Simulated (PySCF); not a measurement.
## Pb (lead, neutral): UHF calculation

Configuration: [Xe] 4f14 5d10 6s1 6p3, high-spin 5S determinant (an excited configuration). Calculation: PySCF 2.14, in aug-cc-pVTZ-PP with ECP60MDF (6s5p4d2f, 55 functions); a scalar-relativistic core potential.

| Quantity | Value |
| --- | --- |
| Total energy | -191.663258 hartree |
| One-electron energy | -334.6603 hartree |
| Hartree (Coulomb) energy | 158.1200 hartree |
| Exchange energy | -15.1230 hartree |
| ⟨S²⟩ | 6.0098 |
| ⟨L²⟩ | 0.000 |
| Sum of ⟨r⟩ | 32.68 bohr |
| Sum of ⟨r²⟩ | 68.02 bohr² |

```
shell  electrons  mean orbital energy (eV)  rms radius, mean of both spins (bohr)
 5s α          1                   -169.48                                  0.925
 5s β          1                   -168.89                                  0.925
 5p α          3                   -106.35                                   1.05
 5p β          3                   -106.06                                   1.05
 5d α          5                   -30.755                                   1.39
 5d β          5                   -30.011                                   1.39
 6s α          1                   -19.839                                   2.56
 6p α          3                    -8.342                                   3.35
```

Energies and moments cover only the electrons outside the core potential. Spin-orbit coupling, which splits the p, d and f shells strongly at this Z, is absent. Spin-orbit coupling is strong in this species (close to jj coupling), so the high-spin LS determinant is a model state, not a physical level.
